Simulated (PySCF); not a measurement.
Bonds (- single, = double, # triple, : aromatic): C1-C2, C2-C3, C2-C4, C2-Al5, Al5-N6, N6-C7, N6-C8, N6-C9. C1 carries H10, H11, H12; C3 carries H13, H14, H15; C4 carries H16, H17, H18; Al5 carries H19, H20; C7 carries H21, H22, H23; C8 carries H24, H25, H26; C9 carries H27, H28, H29. Formal charges: Al5 -1, N6 +1.

- NMR shieldings at KT2/pcSseg-1/GIAO
- geometry: PBE0-D3(BJ)/def2-SVP
- run in PySCF
- non-relativistic Hamiltonian, fast rotation and ring inversion assumed for equivalent nuclei, no solvent model, a single conformation

Shifts are taken against calculated references (same method and geometry level): TMS for ¹³C, ¹H; AlH4- for ²⁷Al; ¹⁵N against NH3.

```json
{"atoms": "C2", "nucleus": "¹³C", "count": "1", "δ (ppm)": "18.8"}
{"atoms": "H21/H22/H23/H24/H25/H26/H27/H28/H29", "nucleus": "¹H", "count": "9", "δ (ppm)": "2.45"}
{"atoms": "Al5", "nucleus": "²⁷Al", "count": "1", "δ (ppm)": "97.7"}
{"atoms": "N6", "nucleus": "¹⁵N", "count": "1", "δ (ppm)": "53.7"}
{"atoms": "C1/C3/C4", "nucleus": "¹³C", "count": "3", "δ (ppm)": "?"}
{"atoms": "H10/H11/H12/H13/H14/H15/H16/H17/H18", "nucleus": "¹H", "count": "9", "δ (ppm)": "1.00"}
{"atoms": "C7/C8/C9", "nucleus": "¹³C", "count": "3", "δ (ppm)": "?"}
{"atoms": "H19/H20", "nucleus": "¹H", "count": "2", "δ (ppm)": "4.05"}
```

Complete the table.

Results:


- C7/C8/C9: 49.4 ppm, methyl carbon bonded to N; pulled downfield by the heteroatom
- C1/C3/C4: 31.3 ppm, methyl carbon; a saturated carbon with 1 carbon neighbour and no heteroatom attached

Hydrides on Al or Ga are broadened by the quadrupolar metal nucleus. Shifts are as computed. Against solution values, carbons near 30 ppm lie about +2 ppm off and those near 130 ppm about -5 ppm. Of 1309 compounds with measured shifts, 239 miss one by over three times the rms of a fit or turn the order of signals round; such compounds aren't used in these exercises. Experimental scales use liquid or dissolved standards, which lie at an offset from isolated NH3 (liquid NH3: subtract about 20 ppm).
